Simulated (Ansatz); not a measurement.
`C[SiH2]O[SiH2]F` + H₂ → `C[SiH2]O[SiH3]` + H–F at 500 K and 1 bar (hydrogenolysis of the Si–F bond).

Calculated with Ansatz (gas phase, PBE0-D4/def2-TZVP geometries, no zero-point term in ΔE). CBS: MP2 limit from def2 TZ/QZ plus the TZ coupled-cluster correction, frozen cores. This one scheme is used for every species. Each species was taken in one conformer, which may not be the lowest.

| species | CCSD(T)/CBS energy (Eh) | H − E (kJ/mol) | S (J/(mol·K)) |
| --- | --- | --- | --- |
| `C[SiH2]O[SiH2]F` | -795.56184 | 261.3 | 461.1 |
| H₂ | -1.17544 | 41.0 | 145.5 |
| `C[SiH2]O[SiH3]` | -696.28988 | 270.0 | 442.0 |
| H–F | -100.39570 | 39.4 | 188.7 |

H − E and S are ideal-gas, rigid-rotor, harmonic terms from PBE0-D4/def2-TZVP, for one conformer and one mirror image of each species. The MP2-based limit puts H₂ 0.8 mEh under its directly extrapolated value; such offsets cancel only in part. 1 Eh = 2625.50 kJ/mol, R = 8.31446 J/(mol·K).

Task: By hand: ΔE, ΔH, ΔS and ΔG.

Result: ΔE = (-696.28988) + (-100.39570) − (-795.56184) − (-1.17544) = 0.05170 Eh = 135.7 kJ/mol. Δ(H − E) = 270.0 + 39.4 − 261.3 − 41.0 = 7.1, so ΔH = 142.8 kJ/mol. ΔS = 442.0 + 188.7 − 461.1 − 145.5 = 24.1 J/(mol·K). ΔG = 142.8 − 500 × (24.1)/1000 = 130.8 kJ/mol.

Task: By hand: the equilibrium constant, and the temperature at which ΔG would vanish if ΔH and ΔS stayed fixed.

Result: log₁₀ K = −ΔG/(RT ln 10) = -13.7. ΔG = 0 at ΔH/ΔS = 5925 K, far beyond where these terms or the molecules hold.

ΔH outweighs TΔS. A doubt of 5 kJ/mol in ΔE shifts log₁₀ K by 0.5 here. Other conformers and mirror images would add mixing entropy, several J/(mol·K) or more a flexible species. Modes under 60 cm⁻¹, often nearly free rotors, make the harmonic entropy too high. These are equilibria of isolated gas molecules and say nothing of rates. Largest T1 diagnostic: 0.011 (customary marks: 0.02 for closed shells, 0.045 for open ones).
